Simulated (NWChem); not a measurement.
System: H$_{2}$SeS; SMILES S[SeH]

```xyz
4

Se     0.0373     0.7315     0.0364
H     -1.3872     0.9260    -0.3050
S      0.0096    -1.4753     0.0674
H      0.3319    -1.6776    -1.2321
```
Atoms are numbered in this order, from 1.

All runs: NWChem. Geometry: optimised at PBE0/def2-SVP. Vzz is the largest principal value of the second derivative of the potential at the nucleus (NWChem prints the opposite sign); η is the asymmetry. Non-relativistic.

### Question
What does the run give for CAM-B3LYP/def2-TZVP? Quantities: Vzz Se1 (a.u.); η Se1; Vzz S3 (a.u.); η S3.

### Answer
The vzz Se1 (a.u.) comes out as -6.515 and the η Se1 comes out as 0.64. The vzz S3 (a.u.) is -3.182. The η S3 comes out as 0.65.
